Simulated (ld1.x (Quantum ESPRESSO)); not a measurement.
**Building the PAW potential for chlorine (PBE, scalar-relativistic).**

* Element: chlorine
* Generator: ld1.x (Quantum ESPRESSO) 7.5
* Type: PAW
* Functional: PBE
* Relativity: scalar-relativistic
* Frozen core: [Ne]
* Valence charge: 7
* Reference configuration: 3s1.75 3p5.25
* Partial waves: 3s (bound): rcut 1.05, rcutus 1.15 bohr; 3s channel at 2.1 Ry: rcut 1.05, rcutus 1.15 bohr; 3p (bound): rcut 1.05, rcutus 1.15 bohr; 3p channel at 0.25 Ry: rcut 1.05, rcutus 1.15 bohr; 3d channel at 0.25 Ry: rcut 1.05, rcutus 1.10 bohr; 3d channel at 2.65 Ry: rcut 1.05, rcutus 1.10 bohr
* Local potential: all-electron potential smoothed inside 1.10 bohr (lloc = -1)
* Core correction: Bessel-smoothed model core inside 1.10 bohr
* Augmentation charge: PSQ, inside the norm-conserving radii

Task: Estimate the cutoffs (Ry, on a coarse ladder) from which the occupation-weighted sum of valence levels, in a spherical-Bessel basis at the reference potential, stays within 10 and 1 mRy of its value at 400 Ry.

Result: 30 Ry and 70 Ry.

Task: Does the potential have ghost states?

Result: No extra level below or beside the all-electron valence levels (s, p, d, f tested).

Task: Is the overlap operator S = 1 + Σ q|β⟩⟨β| positive definite (Bessel basis up to 400 Ry)?

Result: Yes: its lowest eigenvalue is 0.52 (s channel).

Task: Tests: 3s2 3p5; 3s2 3p4; 3s2 3p3; 3s2 3p4.5; 3s2 3p5.3; 3s1 3p5; 3s1 3p6. Which has the largest error in its energy relative to the reference configuration, and how large is it?

Result: 3s2 3p3, with -7.8 meV (all-electron minus pseudo) on +36.29 eV.
